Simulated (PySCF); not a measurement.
**Relaxation of triplet RuSF2**

These are results of UPBE0/[Ru def2-TZVP with ECP28, S def2-TZVP, F def2-TZVP], scalar-relativistic core potentials, density fitting, no spin–orbit coupling, PySCF, not measurements. A (50,194) grid was used.

A hand-made T-shaped (ligand arrangement 2) start, of C2v symmetry, held to at least that symmetry:

```xyz
4
charge 0 multiplicity 3, angstrom
Ru    0.0000    0.0000   -0.4015
S     0.0000    0.0000    1.6785
F     1.8888    0.0000   -0.3355
F    -1.8888    0.0000   -0.3355
```

At each step, columns x, y, z (Å) and Fx, Fy, Fz (eV/Å):

```
step 0  E − E(last) = 94.27 kJ/mol
Ru   0.000   0.000  -0.402   0.000   0.000   1.165
S    0.000   0.000   1.678   0.000   0.000   0.814
F    1.889   0.000  -0.336  -0.526   0.000  -0.989
F   -1.889   0.000  -0.336   0.526   0.000  -0.989
step 1  E − E(last) = 64.66 kJ/mol
Ru   0.000   0.000  -0.327   0.000   0.000   1.609
S    0.000   0.000   1.766   0.000   0.000   0.009
F    1.866   0.000  -0.417  -0.390   0.000  -0.809
F   -1.866   0.000  -0.417   0.390   0.000  -0.809
step 2  E − E(last) = 18.42 kJ/mol
Ru   0.000   0.000  -0.127   0.000   0.000   1.054
S    0.000   0.000   1.932   0.000   0.000  -0.949
F    1.814   0.000  -0.600  -1.239   0.000  -0.052
F   -1.814   0.000  -0.600   1.239   0.000  -0.052
step 3  E − E(last) = 3.85 kJ/mol
Ru   0.000   0.000  -0.006   0.001   0.000  -1.082
S    0.000   0.000   1.998   0.000   0.000   0.379
F    1.724   0.000  -0.693  -0.868   0.000   0.352
F   -1.724   0.000  -0.693   0.868   0.000   0.351
step 4  E − E(last) = 1.02 kJ/mol
Ru   0.000   0.000  -0.030   0.000   0.000   0.265
S    0.000   0.000   1.985   0.000   0.000   0.241
F    1.683   0.000  -0.675   0.453   0.000  -0.253
F   -1.683   0.000  -0.675  -0.453   0.000  -0.253
step 5  E − E(last) = 0.03 kJ/mol
Ru   0.000   0.000  -0.018   0.000   0.000  -0.078
S    0.000   0.000   2.000   0.000   0.000   0.073
F    1.693   0.000  -0.688  -0.058   0.000   0.003
F   -1.693   0.000  -0.688   0.058   0.000   0.003
step 6  E − E(last) = 0.00 kJ/mol
Ru   0.000   0.000  -0.015   0.000   0.000  -0.029
S    0.000   0.000   2.004   0.000   0.000   0.031
F    1.688   0.000  -0.691  -0.014   0.000  -0.001
F   -1.688   0.000  -0.691   0.014   0.000  -0.001
step 7  E − E(last) = 0.00 kJ/mol
Ru   0.000   0.000  -0.014   0.000   0.000   0.001
S    0.000   0.000   2.006   0.000   0.000   0.000
F    1.687   0.000  -0.693   0.001   0.000   0.000
F   -1.687   0.000  -0.693  -0.001   0.000   0.000
```

It ends at C2v with Ru–F 1.818 Å (×2), Ru–S 2.020 Å; F–Ru–F 135.9°, F–Ru–S 112.0° (×2) (after a last refinement on a finer grid). A frequency run shows a minimum. Other isomers or separated fragments may lie lower.

With open d or f shells other occupations or spin states may lie lower.

The relaxation took of the order of 6 core-minutes on a shared host.
